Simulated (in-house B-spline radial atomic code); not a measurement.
Values are calculated unless marked as measured or tabulated.
## Weak and strong correlation along the adiabatic connection

Two-electron singlets in several external potentials (atomic units), by full CI in B-splines with partial waves to l = 8 (correlation energies up to 0.6 % small). The repulsion is scaled by λ at fixed density; W(λ) is the mean repulsion less the Hartree energy, W(0) = E_x, and the area under W from 0 to 1 is E_xc.

One system gave this curve:

| λ | W (hartree) |
| --- | --- |
| 0 | -0.27716 |
| 0.02 | -0.27917 |
| 0.05 | -0.28206 |
| 0.12 | -0.28826 |
| 0.25 | -0.29805 |
| 0.4 | -0.30712 |
| 0.6 | -0.31654 |
| 0.8 | -0.3238 |
| 1 | -0.32956 |
| 1.4 | -0.3381 |
| 2 | -0.34661 |
| 3 | -0.35526 |
| 4.5 | -0.36275 |
| 7 | -0.36964 |

(1) Which system is it?
A. −Z/r, Z = 3.25
B. −V exp(−r²/w²), V = 19.9, w = 2.61
C. −V exp(−r²/w²), V = 2.43, w = 12.9
D. ω²r²/2, ω = 26.1

Answers

(1) C. The exchange energy sets the size: −V exp(−r²/w²), V = 2.43, w = 12.9: E_x = -0.277, E_c = -0.0322; ω²r²/2, ω = 26.1: E_x = -4.02, E_c = -0.0478; −Z/r, Z = 3.25: E_x = -1.81, E_c = -0.0436; −V exp(−r²/w²), V = 19.9, w = 2.61: E_x = -1.14, E_c = -0.0435 hartree.
